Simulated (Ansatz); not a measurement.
Geometry optimisation, RKS B3LYP-D4/def2-SVP in Ansatz 0.2.0.

input.yaml

```yaml
crystal:
  periodic: [false, false, false]
  atoms:
    - { symbol: Ga, position_ang: [0.004603, -0.52552, -0.382238] }
    - { symbol: C, position_ang: [-0.109096, -0.078507, 2.768141] }
    - { symbol: H, position_ang: [-0.977333, 0.027079, 3.434601] }
    - { symbol: H, position_ang: [0.811462, -0.137011, 3.366518] }
    - { symbol: H, position_ang: [-0.052831, 0.814972, 2.124831] }
    - { symbol: H, position_ang: [1.47636, -0.00118, -0.441506] }
    - { symbol: H, position_ang: [-1.297227, 0.238342, -0.791562] }
    - { symbol: "N", position_ang: [-0.235396, -2.277827, 0.28088] }
    - { symbol: H, position_ang: [-1.117526, -2.776602, 0.215085] }
    - { symbol: H, position_ang: [0.538041, -2.915712, 0.443793] }
    - { symbol: H, position_ang: [-0.215258, -0.989233, 2.149358] }
basis:
  gaussian: { orbitals: def2-SVP }
hamiltonian:
  xc: b3lyp
  dispersion: d4
relax:
  f_tol: 0.03
  max_steps: 50
```

Run as:

```bash
$ ansatz run input.yaml --threads 2 --pin off --max-ram 3072MiB --backend cpu --events-out ev --progress --plain --runs-dir out
```

Problem. Where does it end, and by what steps?

Solution. It converged. After 6 steps the energy has fallen by 0.130 eV; H11 moved furthest, 0.31 Å.

```tsv
step	energy less start (eV)	largest force component (eV/Å)	accepted
0	0.0000	1.077	yes
1	-0.1051	0.578	yes
2	-0.0703	0.648	no
3	-0.1278	0.184	yes
4	-0.1299	0.120	yes
5	-0.1299	0.157	no
6	-0.1305	0.007	yes
```

```xyz
11
Properties=species:S:1:pos:R:3
Ga 0.009 -0.631 -0.541
C -0.117 0.020 2.985
H -0.968 0.175 3.664
H 0.819 0.012 3.562
H -0.084 0.845 2.257
H 1.480 -0.100 -0.586
H -1.287 0.165 -0.909
N -0.217 -2.362 -0.020
H -1.117 -2.826 0.050
H 0.541 -2.981 0.247
H -0.233 -0.937 2.458
```

Whether the end is a true minimum wasn't checked by a vibrational analysis.

The run took 21 s on 2 threads of Arm Neoverse V1, on a shared host, peak memory 0.21 GiB.
